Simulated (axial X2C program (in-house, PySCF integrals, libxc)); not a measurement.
Correcting the dissociation energy of ZrBr for spin–orbit coupling

A spin-free CCSD(T) curve (one-electron X2C) was computed with an in-house all-electron X2C program for linear molecules (integrals from PySCF), basis Zr dyall-cv3z [11s12p9d6f3g], Br dyall-cv3z [8s9p6d4f1g] (cores contracted in-house), for the state M_S = 3/2, Λ = 0 (beyond evenly filled blocks: σα, δ+α, δ-α). It gives D0 = 3.814 eV to Zr + Br, which in a spin-free picture are the weighted means of the ground terms.

Correlated methods: 11 electrons correlated (number of frozen shells: Zr 4 s, 3 p, 1 d; Br 3 s, 2 p, 1 d), 323 virtual spin orbitals or spinors in MP2, 90 natural virtuals in coupled cluster.

Measured levels of the ground terms (NIST Handbook of Basic Atomic Spectroscopic Data), in cm⁻¹: Zr 3F: J = 2 at 0, J = 3 at 570.4, J = 4 at 1240.8; Br 2P: J = 3/2 at 0, J = 1/2 at 3685.2.

The molecular state has Λ = 0, so it has no first-order lowering.

**Question.** How far does each ground level lie under the (2J+1)-weighted mean of its term?

**Answer.** Zr: (5 × 0 + 7 × 570.4 + 9 × 1240.8)/21 = 722 cm⁻¹; Br: (4 × 0 + 2 × 3685.2)/6 = 1228 cm⁻¹.

**Question.** Correct D0.

**Answer.** D0 = 3.814 + (0 − 1950)/8065.5 = 3.572 eV at CCSD(T) with these spin–orbit terms.

Second-order spin–orbit effects in the molecule, which grow quickly with Z, are left out. One determinant describes the state; a PBE0 search over occupations chose it and may have missed a lower one. De is counted from the lowest determinant-based energies of the atoms at the same level, without counterpoise correction. Coupled cluster ran in a truncated set of natural virtual spinors; the MP2 energy of the rest was added. (T) has no such correction and the atoms are truncated less, which lowers De at CCSD(T) by a hundredth of an eV or more. Other states lie close and PBE0, whose exact exchange favours high spin, may order them wrongly; the determinant shown need not be the ground state. The nearest other spin-free determinant of the search, M_S = 3/2, Λ = 3, lies 0.14 eV up at the distance of the search. The outer-core s and p shells of the metal are frozen in the correlated rows, which leaves out core–valence correlation; for alkali and alkaline-earth bonds that tends to lengthen them. With the outer-core shells frozen, correlated bond lengths of heavy atoms tend to come out a few hundredths of an ångström too long.
